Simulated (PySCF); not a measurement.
**Calculated NMR data**

- structure optimised with GFN2-xTB
- NMR shieldings at PBE0/pcSseg-1/GIAO
- run in PySCF 2.14.0 with density-fitted response routines
- single conformer, no solvent, equivalent nuclei averaged, relativity neglected

References, each an isolated molecule treated in the same way: ¹H, ¹³C against TMS. Splittings of carbon signals by F and P are missing where no couplings were computed. Where no couplings were computed, multiplicities follow the n + 1 count of equivalent neighbours, and m marks all less simple cases (inequivalent or close neighbours, rings, F or P nearby). Shifts are as computed. Against solution values, carbons near 30 ppm lie about +3 ppm off and those near 130 ppm about +5 ppm. Of 1211 compounds with measured shifts, 218 miss one by over three times the rms of a fit or turn the order of signals round; such compounds aren't used in these exercises.

Compound 1 (C7H5FO). ¹H NMR (600 MHz, computed): δ 10.68 (m, 1H), 8.46 (m, 1H), 7.88 (m, 1H), 7.58 (m, 1H), 7.48 (m, 1H). ¹³C{¹H} NMR (computed): δ 190.4 (CH), 176.0 (C), 142.2 (CH), 135.5 (CH), 129.7 (CH), 128.7 (C), 122.1 (CH). Structure: `O=Cc1ccccc1F`.

Compound 2 (C5H6O2Si). ¹H NMR (600 MHz, computed): δ 8.33 (s, 1H), 7.05 (d, 1H), 6.83 (t, 1H), 6.40 (m, 1H), 4.76 (m, 2H). ¹³C{¹H} NMR (computed): δ 167.7, 163.3, 155.0, 136.2, 111.2. Structure: `O=COC1=C[SiH2]C=C1`.
